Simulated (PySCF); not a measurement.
Compound: C5H4F3P.
SMILES with atom numbers: `[CH:1]#[C:2][P:3]([CH3:4])[C:5]([F:6])=[C:7]([F:8])[F:9]` (hydrogens: H10 on C1; H11, H12, H13 on C4)

A GFN2-xTB structure was refined with PBE0-D3(BJ)/def2-SVP geometry optimisation, gas phase (PySCF 2.14.0). Its GFN2-xTB values:

```csv
coordinate,GFN2-xTB
C1≡C2,1.234 Å
C1–H10,1.019 Å
C2–P3,1.781 Å
P3–C4,1.874 Å
P3–C5,1.845 Å
C4–H11,1.124 Å
C5–F6,1.361 Å
C5=C7,1.321 Å
C7–F8,1.329 Å
C7–F9,1.340 Å
C2–P3–C4,96.3°
C2–P3–C5,95.5°
P3–C5–F6,116.2°
P3–C5–C7,124.4°
C4–P3–C5,97.2°
C5–C7–F8,121.7°
C5–C7–F9,126.3°
F6–C5–C7,119.0°
```

Q: How do these coordinates change at the PBE0-D3(BJ)/def2-SVP level?

A: 
| coordinate | PBE0-D3(BJ)/def2-SVP (Å or °) | change |
| --- | --- | --- |
| C1–H10 | 1.075 | +0.056 |
| C7–F9 | 1.305 | -0.035 |
| P3–C4 | 1.849 | -0.025 |
| C7–F8 | 1.305 | -0.024 |
| C4–H11 | 1.100 | -0.024 |
| P3–C5 | 1.822 | -0.023 |
| C5–F6 | 1.339 | -0.022 |
| C1≡C2 | 1.216 | -0.018 |
| C5=C7 | 1.338 | +0.017 |
| C2–P3 | 1.773 | -0.008 |
| C2–P3–C4 | 100.0 | +3.7 |
| P3–C5–F6 | 119.5 | +3.3 |
| C2–P3–C5 | 98.7 | +3.2 |
| C5–C7–F8 | 123.9 | +2.2 |
| C5–C7–F9 | 124.2 | -2.1 |
| P3–C5–C7 | 122.9 | -1.5 |
| C4–P3–C5 | 98.7 | +1.5 |
| F6–C5–C7 | 117.6 | -1.4 |

The energy falls by 0.414 eV over 18 energy and gradient evaluations, the largest force component goes from 0.0765 to 3.7e-04 Eh/bohr, and the atoms move by 0.827 Å rms after alignment. The bond that changes most is C1–H10 (terminal alkyne carbon to alkyne hydrogen), which lengthens by 0.056 Å. Bonds longer at the end by more than 0.005 Å: 4 of 12; shorter: 8. Among the dihedrals that turn most is C4–P3–C5–F6, from 33° to -46°. Rotational constants go from 1803, 1149, 791.9 to 2134, 838.6, 828.8 MHz.

The run used 150 basis functions and 141 SCF cycles in all.

No PBE0-D3(BJ)/def2-SVP frequencies stand behind this structure, so it isn't proved a minimum. One conformer, not necessarily the lowest.
